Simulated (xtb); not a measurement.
Cl₄Sb, charge +1, singlet, geometry from GFN2-xTB; GFN2-xTB with ALPB(thf) run with xtb.

Input for xtb:
```
$ xtb mol.xyz --gfn 2 --chrg 1 --alpb thf --json

# file mol.xyz
5

Sb    -0.00000000    -0.00000000     0.00000000
Cl     1.84740184    -0.63968342    -1.20239968
Cl     0.62122222     0.48888872     2.15474458
Cl    -0.93603228     1.85924544    -0.96690403
Cl    -1.53259177    -1.70845074     0.01455913
```

**Question.** Write the output that xtb gives for this input, abridged.

**Answer.** 
```
   ID    Z sym.   atoms
    1   51 Sb     1
    2   17 Cl     2-5

           -------------------------------------------------
          |                Calculation Setup                |
           -------------------------------------------------

           -------------------------------------------------
          |                 G F N 2 - x T B                 |
           -------------------------------------------------

      * Solvation model:               ALPB
        Solvent                        thf
        Parameter file                 internal GFN2-xTB/ALPB
        Dielectric constant                7.6000E+00
        Reference state                gsolv [1 M gas/solution]
        Free energy shift                  5.3248E-03 Eh       3.3414E+00 kcal/mol
        Temperature                        2.9815E+02 K
        Density                            8.8300E-01 kg/L
        Solvent mass                       7.2106E+01 g/mol
        Interaction kernel             P16
        Born radius scaling (c1)           1.7311E+00
        Born radii integrator          GBOBC
        Born offset                        0.0000E+00 a0       0.0000E+00 AA
        H-bond correction              true
        Ion screening                  false
        Surface tension                    1.0000E-05 Eh       1.5569E+01 dyn/cm
        Grid points                               230 per atom

          ...................................................
          :                      SETUP                      :
          :.................................................:
          :  # basis functions                  50          :
          :  # atomic orbitals                  45          :
          :  # shells                           15          :
          :  # electrons                        32          :
          :  max. iterations                   250          :
          :  Hamiltonian                  GFN2-xTB          :
          :  restarted?                      false          :
          :  GBSA solvation                   true          :
          :  PC potential                    false          :
          :  electronic temp.          300.0000000     K    :
          :  accuracy                    1.0000000          :
          :  -> integral cutoff          0.2500000E+02      :
          :  -> integral neglect         0.1000000E-07      :
          :  -> SCF convergence          0.1000000E-05 Eh   :
          :  -> wf. convergence          0.1000000E-03 e    :
          :  Broyden damping             0.4000000          :
          :  net charge                          1          :
          :  unpaired electrons                  0          :
          ...................................................

 iter      E             dE          RMSdq      gap      omega  full diag
   1    -19.9395333 -0.199395E+02  0.948E+00    3.52       0.0  T
   2    -19.9550976 -0.155643E-01  0.670E+00    4.07       1.0  T
   3    -20.1329898 -0.177892E+00  0.352E+00    3.66       1.0  T
   4    -20.1447811 -0.117913E-01  0.897E-01    3.75       1.0  T
   5    -20.1473446 -0.256351E-02  0.325E-01    3.78       1.0  T
   6    -20.1473846 -0.399972E-04  0.168E-01    3.80       1.0  T
   7    -20.1473867 -0.209359E-05  0.106E-01    3.81       1.0  T
   8    -20.1474222 -0.354888E-04  0.563E-03    3.81       7.9  T
   9    -20.1474223 -0.581351E-07  0.332E-03    3.81      13.5  T
  10    -20.1474223 -0.321038E-07  0.110E-03    3.81      40.8  T
  11    -20.1474223 -0.422776E-08  0.159E-04    3.81     281.4  T
  12    -20.1474223 -0.859686E-10  0.263E-06    3.81   17015.4  T

   *** convergence criteria satisfied after 12 iterations ***

         :::::::::::::::::::::::::::::::::::::::::::::::::::::
         ::                     SUMMARY                     ::
         :::::::::::::::::::::::::::::::::::::::::::::::::::::
         :: total energy             -20.139994686657 Eh    ::
[...]
        10        2.0000           -0.5451072             -14.8331
        11        2.0000           -0.5349191             -14.5559
        12        2.0000           -0.5349191             -14.5559
        13        2.0000           -0.5349191             -14.5559
        14        2.0000           -0.5304829             -14.4352
        15        2.0000           -0.5304829             -14.4352
        16        2.0000           -0.5304829             -14.4352 (HOMO)
        17                         -0.3903853             -10.6229 (LUMO)
        18                         -0.3020947              -8.2204
        19                         -0.3020947              -8.2204
        20                         -0.3020947              -8.2204
        21                         -0.0849956              -2.3128
        22                         -0.0849956              -2.3128
        23                         -0.0849955              -2.3128
        24                         -0.0848904              -2.3100
        25                         -0.0848904              -2.3100
        26                         -0.0844375              -2.2977
        27                         -0.0844375              -2.2977
       ...                                ...                  ...
        45                          0.6963847              18.9496
      -------------------------------------------------------------
                  HL-Gap            0.1400976 Eh            3.8122 eV
             Fermi-level           -0.4604341 Eh          -12.5290 eV

     #   Z          covCN         q      C6AA      α(0)
     1  51 Sb       3.285     0.366   358.415    36.041
     2  17 Cl       0.821     0.158    94.485    14.870
     3  17 Cl       0.821     0.158    94.485    14.870
     4  17 Cl       0.821     0.158    94.485    14.870
     5  17 Cl       0.821     0.158    94.485    14.870

 Mol. C6AA /au·bohr⁶  :       3314.775495
 Mol. C8AA /au·bohr⁸  :     198202.651088
 Mol. α(0) /au        :         95.520809

Wiberg/Mayer (AO) data.
largest (>0.10) Wiberg bond orders for each atom

 ---------------------------------------------------------------------------
     #   Z sym  total        # sym  WBO       # sym  WBO       # sym  WBO
 ---------------------------------------------------------------------------
     1  51 Sb   4.547 --     2 Cl   1.137     5 Cl   1.137     3 Cl   1.137
                             4 Cl   1.137
     2  17 Cl   1.572 --     1 Sb   1.137     5 Cl   0.145     4 Cl   0.145
                             3 Cl   0.145
     3  17 Cl   1.572 --     1 Sb   1.137     5 Cl   0.145     4 Cl   0.145
                             2 Cl   0.145
     4  17 Cl   1.572 --     1 Sb   1.137     5 Cl   0.145     3 Cl   0.145
                             2 Cl   0.145
     5  17 Cl   1.572 --     1 Sb   1.137     4 Cl   0.145     3 Cl   0.145
                             2 Cl   0.145
 ---------------------------------------------------------------------------

Topologies differ in total number of bonds
Writing topology from bond orders to xtbtopo.mol

molecular dipole:
                 x           y           z       tot (Debye)
 q only:        0.000      -0.000      -0.000
   full:       -0.000       0.000      -0.000       0.000
molecular quadrupole (traceless):
                xx          xy          yy          xz          yz          zz
 q only:        0.000       0.000       0.000       0.000       0.000      -0.000
  q+dip:       -0.000       0.000       0.000       0.000       0.000       0.000
   full:       -0.000       0.000       0.000       0.000       0.000       0.000

           -------------------------------------------------
          | TOTAL ENERGY              -20.139994686657 Eh   |
          | GRADIENT NORM               0.000862118619 Eh/α |
          | HOMO-LUMO GAP               3.812249187366 eV   |
           -------------------------------------------------

normal termination of xtb
```
